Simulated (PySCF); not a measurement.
Dipole moment and polarisability of `Cl[C@H]1C=C[SiH2]1`

Species: C₃H₅ClSi.
Geometry (GFN2-xTB, Å), atoms numbered from 1 in this order:
```
atom  x, y, z in Å
Cl1   -0.484    2.228   -0.989
C2    -0.239    0.956    0.250
C3    -1.144   -0.219    0.047
C4    -0.326   -1.260   -0.143
Si5    1.267   -0.247   -0.028
H6    -0.364    1.457    1.209
H7    -2.222   -0.182    0.055
H8    -0.612   -2.287   -0.296
H9     2.132   -0.443    1.133
H10    2.000    0.003   -1.261
```

Level: wB97X-D/def2-SVPD (PySCF), static field, nuclei fixed, core orbitals frozen in the response. The polarisability tensor in these axes (au):

```
x   76.56 -6.53  1.27
y   -6.53 81.14 -5.41
z    1.27 -5.41 60.23
```

Q: What are the eigenvalues, a third of the trace, and Δα (Δα² = ½Σ(αi − αj)² over the three pairs)?

A: Principal values 58.91, 72.24 and 86.77 au; mean 72.64 au = 10.76 Å³ = 11.98 × 10⁻⁴⁰ C²·m²/J; Δα = 24.14 au (33 % of the mean).

Q: What is the dipole moment, and where does it point?

A: (0.41, -1.92, 1.26) D, 2.33 D in size, pointing from the negative to the positive side. Measured along this direction, the outermost atoms are Cl1 at the negative end and H8 at the positive end.

Q: Estimate the molar refractivity from the static electronic polarisability.

A: Lorentz–Lorenz: R = (4π/3)N_A α = 2.5225 cm³/(mol·Å³) × 10.76 Å³ = 27.2 cm³/mol, in the limit of long wavelengths.

Q: Rayleigh depolarisation ratio (linearly polarised light, static tensor)?

A: ρ = 3Δα²/(45ᾱ² + 4Δα²) = 1747.9/(237459 + 2330.5) = 0.00729.

Q: Give the principal axes and the span of the nuclei along them.

A: Largest value along (-0.55, 0.82, -0.19), where the nuclei span 4.01 Å; middle along (0.84, 0.53, -0.15), 3.83 Å; least along (0.02, 0.24, 0.97), 2.70 Å. The response follows the extents in order.

Q: Refractivity n − 1 of an ideal gas of it at 400 K and 1 atm, from the electronic α?

A: N = p/kT = 1.8347 × 10¹⁹ cm⁻³, so n − 1 = 2π × N × 10.76 × 10⁻²⁴ cm³ = 1241 × 10⁻⁶ at long wavelengths.

Geometry: GFN2-xTB; no solvent, vibrations or thermal averaging.

These values come from a run that also computed excited states. Time: 17 s wall; peak memory 0.66 GiB. Hardware: one thread of an Intel Xeon Platinum 8259CL at 2.50 GHz, no GPU, shared host with 96 logical CPUs at a one-minute load of 17.
